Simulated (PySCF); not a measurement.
GeS, SMILES [Ge]=[S] (connectivity only; charge and spin as stated), neutral, multiplicity 1. Coordinates come from a B3LYP-D3(BJ)/def2-TZVP optimisation.

TDA-M06-2X/def2-TZVPD (PySCF) puts the lowest singlet excitations at 3.68, 3.90, 3.90, 4.14, 4.14, 6.08 eV.

**Question.** What are the lowest excitation roots from ADC(2)/aug-cc-pVDZ (PySCF 2.14.0)? (An estimate is asked for; the answer gives what the named calculation found.)

**Answer.** 3.95, 4.03, 4.03, 4.30, 4.30, 5.18 eV. S1 differs by 0.27 eV (second minus first; roots are paired by order, and the bases may differ).
